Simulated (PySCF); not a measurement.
**Bond curve of SmCl**

Set-up: basis Sm x2c-SVPall, Cl x2c-SVPall; spin-free X2C with a Gaussian nucleus; PySCF 2.14. Energies in eV from Sm (4f6 6s2) + Cl in their ground configurations at the same level. State: octet, about 6.0 electrons in the 4f shell (Mulliken), real f orbitals that mix terms.

All columns are TPSS. A positive dipole means Sm(−)Cl(+).

```tsv
R (Å)	E (eV)	μ (D)	Mulliken charge on Sm (basis-dependent)	HOMO (eV)	LUMO (eV)	Mayer bond order	⟨S²⟩
2.202	-3.950	-3.13	0.18	-2.01	-2.25	1.44	15.76
2.304	-4.471	-3.48	0.24	-2.20	-2.34	1.34	15.76
2.406	-4.753	-3.85	0.30	-2.41	-2.44	1.25	15.76
2.483	-4.851	-4.15	0.33	-2.56	-2.51	1.20	15.76
2.560	-4.876	-4.46	0.36	-2.71	-2.58	1.15	15.76
2.637	-4.846	-4.78	0.38	-2.85	-2.65	1.11	15.76
2.739	-4.743	-5.22	0.41	-3.04	-2.75	1.07	15.76
2.867	-4.547	-5.79	0.43	-3.25	-2.97	1.03	15.76
3.021	-4.255	-6.50	0.46	-3.49	-3.21	0.99	15.76
3.226	-3.831	-7.45	0.48	-3.78	-3.49	0.94	15.76
```

A fit through these points gives, at Re = 2.553 Å, μ = -4.43 D and dμ/dR = -4.09 D/Å; the reduced mass is 28.43 u.

Task: How strong is the fundamental in the double-harmonic approximation, I = 42.26·(dμ/dR)²/μred km/mol?

Result: I = 42.26·(-4.09)²/28.43 = 24.9 km/mol at TPSS.

These are scalar-relativistic numbers at best; spin–orbit coupling would shift them, the dissociation energy most. With d or f electrons several states lie close, and the lowest PBE0 determinant need not be the measured ground state.

At some distances an empty level lies below a filled one, because the occupation is held.
